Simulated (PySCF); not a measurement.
**How the method moves the HOMO and LUMO of `O[B-](O)(O)O`**

Compound: BH4O4 (charge -1).
Z-matrix (Å and degrees, PBE0-D3(BJ)/def2-SVP geometry), rows numbered from 1:
```
O 
B   1  1.4774
O   2  1.4778  1  106.98
O   2  1.4769  1  106.81  3   123.48
O   2  1.4771  1  114.84  3  -118.32
H   1  0.9608  2  103.32  3    32.46
H   3  0.9608  2  103.14  1  -154.24
H   4  0.9608  2  103.30  1   -31.29
H   5  0.9608  2  103.26  1   -87.15
```

Basis pcSseg-2 throughout (PySCF), one geometry. Geometry: PBE0-D3(BJ)/def2-SVP; no solvent, vibrations or thermal averaging. The geometry's basis has no diffuse functions.

Problem. How do the orbital energies and the gap change with the method?

Solution. 
| method | kind | HOMO (eV) | LUMO (eV) | gap (eV) | SCF cycles |
| --- | --- | --- | --- | --- | --- |
| OPBE | GGA | -0.34 | 4.57 | 4.92 | 16 |
| BLYP | GGA | -0.43 | 4.30 | 4.73 | 15 |
| PBE | GGA | -0.49 | 4.35 | 4.85 | 15 |
| B97-D | GGA | -0.52 | 4.51 | 5.03 | 15 |
| KT3 | GGA | -0.60 | 4.22 | 4.81 | 15 |
| BP86 | GGA | -0.62 | 4.45 | 5.08 | 14 |
| KT2 | GGA | -0.65 | 4.34 | 4.99 | 15 |
| LDA | LDA | -0.72 | 4.23 | 4.95 | 14 |
| B97-2 | global hybrid | -1.88 | 5.14 | 7.02 | 12 |
| B3LYP | global hybrid | -1.95 | 4.74 | 6.70 | 13 |
| PBE0 | global hybrid | -2.20 | 5.10 | 7.29 | 12 |
| mPW1PW91 | global hybrid | -2.23 | 5.10 | 7.32 | 12 |
| CAM-B3LYP | range-separated hybrid | -3.75 | 5.71 | 9.46 | 12 |
| BHandHLYP | global hybrid | -3.90 | 5.58 | 9.47 | 12 |
| wB97X-D | range-separated hybrid | -4.17 | 6.77 | 10.95 | 13 |
| LC-wPBE | range-separated hybrid | -5.10 | 6.91 | 12.00 | 12 |
| HF | Hartree–Fock | -6.63 | 7.24 | 13.87 | 10 |

The HOMO spans 6.29 eV, from OPBE down to HF, and the gap runs from 4.73 eV (BLYP) to 13.87 eV (HF). Over the methods OPBE (0 %), BLYP (0 %), PBE (0 %), B97-D (0 %), KT3 (0 %), BP86 (0 %), KT2 (0 %), LDA (0 %), B97-2 (21 %), B3LYP (20 %), PBE0 (25 %), mPW1PW91 (25 %), BHandHLYP (50 %), HF (100 %), a straight line through the gap against the share of exact exchange rises by 0.90 eV for each 10 % (correlation coefficient 0.999).
